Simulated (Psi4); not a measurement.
F3OTa (SMILES [O]=[Ta]([F])([F])[F]), singlet, at a GFN2-xTB geometry (such geometries of metal compounds can be far from the true shape) (core potentials on Ta). Base run: Psi4 with SVWN/def2-TZVP.

Here is a job for Psi4.
```
memory 2 GB

molecule {
0 1
Ta    0.01693925    0.00907486   -0.01955256
O     1.06782099    0.57206336   -1.23255967
F     0.97007396   -0.95600876    1.21861489
F    -1.26946365   -1.06429425   -0.77185379
F    -0.78718062    1.43819507    0.80744046
}

set {
  basis def2-tzvp
}

energy('svwn')
print_variables()
```

The base run was repeated with changes; each row names its change, and settings that it needs were set with it.

```csv
change,ΔE vs base (mEh),point group used,SCF cycles
base,0.000,c1,11
jitter_ang = 0.002,0.156,c1,11
molecule keys = symmetry c1,0.000,c1,11
"molecule keys = symmetry c1, no_reorient, no_com",0.000,c1,12
molecule keys = no_reorient,0.000,c1,11
```
